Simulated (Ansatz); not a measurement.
```yaml
crystal:
  periodic: [false, false, false]
  atoms:
    - {symbol: Au, position_ang: [-0.000002, -0.000003, -0.000030]}
    - {symbol: F, position_ang: [1.933276, -0.027055, 0.004808]}
    - {symbol: F, position_ang: [0.027037, 1.933264, 0.008255]}
    - {symbol: F, position_ang: [-1.933280, 0.027054, -0.004792]}
    - {symbol: F, position_ang: [-0.027031, -1.933269, -0.008242]}
basis:
  gaussian: {orbitals: def2-mTZVPP}
total_charge: -2
magnetization: {spin_polarized: true, initial_magnetization: 1}
hamiltonian: {xc: {name: SPW92}}
scf: {omitted_lower_state_checks: [starts]}
```

```sh
$ ansatz run in.yaml --threads 2 --pin off --events-out ev --progress --plain --max-ram 4352MiB
```

Shortened log:

```
Functional definition: SPW92
934 factors; their error is unknown
mean field evaluation 1: about -14436.6294 eV, gradient 1.0e2 eV
mean field evaluation 2: about -14379.0114 eV, gradient 1.8e2 eV
mean field evaluation 4: about -14484.4849 eV, gradient 4.3e1 eV
mean field evaluation 8: about -14489.9810 eV, gradient 3.2e-1 eV
mean field evaluation 16: about -14489.9672 eV, gradient 2.7e-5 eV
mean field -14489.96720209 eV, -532.4964730242 hartree, gradient 2.3e-5 eV, S^2 0.750799; 0 other end points of the search recorded, 0 dependent functions left out
reference -14489.96725279 eV, -532.4964748875 hartree; 29, 28 occupied and 103, 104 virtual orbitals, 934 factors
Total energy: -14489.96725279 eV, -532.4964748875 hartree
Checks for a lower state left out: starts
```

It took 1.6 s on 2 threads of Arm Neoverse V1 on a shared host.

In the def2 sets Au takes a core potential; there is no spin–orbit coupling. A multiply charged anion in the gas phase is held together partly by the finite basis. The highest occupied level of an anion often lies above zero with these methods, and sets without diffuse functions describe the outer electron poorly.
